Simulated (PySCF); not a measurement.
Species: 4-cyanothiazole, C4H2N2S.
Bonds: N1–C2 (triple), C2–C3, C3–C4 (aromatic), C4–S5 (aromatic), S5–C6 (aromatic), C6–N7 (aromatic), C3–N7 (aromatic). Hydrogens: H8 on C4; H9 on C6.

Linear response at wB97X-D/def2-SVPD (PySCF, frozen core in the response, non-relativistic). Isolated species at its PBE0-D3(BJ)/def2-SVP geometry, gas phase.

Static isotropic polarisability: 73.63 au (10.91 Å³), principal values 45.5, 69.5, 105.9 au.

(1) What is the polarisability at 1064 nm and at the sodium D line?

(2) What is the isotropic C6 coefficient between two such molecules, C6 = (3/π)∫α(iω)² dω?

(3) Which effective excitation energy ω̄ makes London's formula C6 = (3/4)α²ω̄ exact here?

(4) What does −C6/R⁶ come to at R = 10 Å between centres?

(5) The lowest 6 singlets have (eV, f): 5.56, 0.000; 5.60, 0.127; 6.18, 0.013; 6.28, 0.001; 6.54, 0.002; 6.75, 0.373. What share of the static polarisability do they carry in the sum over states α = Σ f/ω²?

(6) What molar refraction at the D line follows from R = (4π/3)·N_A·α′, with α′ the polarisability volume?

(7) What n − 1 at the D line would an ideal gas of it have at 273.15 K and 1 atm (2.6868 × 10¹⁹ cm⁻³), by n − 1 = 2π·N·α′?

Answers

(1) 74.46 au at 1064 nm (+1.1 %), 76.50 au at 589.3 nm (+3.9 %). The rise at 589.3 nm is 3.43 times that at 1064 nm; a pure ω² law gives 3.26. The lowest singlet lies at 223 nm, shorter than both wavelengths.

(2) 2043 au (Eh·bohr⁶) by a ten-point quadrature over imaginary frequencies, which is 1220 eV·Å⁶ or 118 J·nm⁶/mol.

(3) ω̄ = 4·C6/(3α²) = 0.503 Eh = 13.7 eV. A one-pole form α(ω) = α/(1 − ω²/ω̄²) fitted to the 1064 nm value gives 11.0 eV.

(4) -120 J/mol. This is the leading, orientation-averaged term; C8 and higher terms are left out.

(5) 9.35 au, 12.7 % of α; the largest term, 6.07 au, is that of the state at 6.75 eV. Their oscillator strengths add up to 0.51. Higher states carry the rest.

(6) α′ = 11.34 Å³ gives R = 28.59 cm³/mol, for isolated, non-vibrating species.

(7) 19.14 × 10⁻⁴, a formal value whether or not that pressure can be reached.

Rough CPU time on one thread of a shared machine: about 28 s. This is the whole response run at wB97X-D/def2-SVPD, SCF included.

Note: wB97X-D ran without an empirical dispersion term, which enters the total energy and its gradient alone.
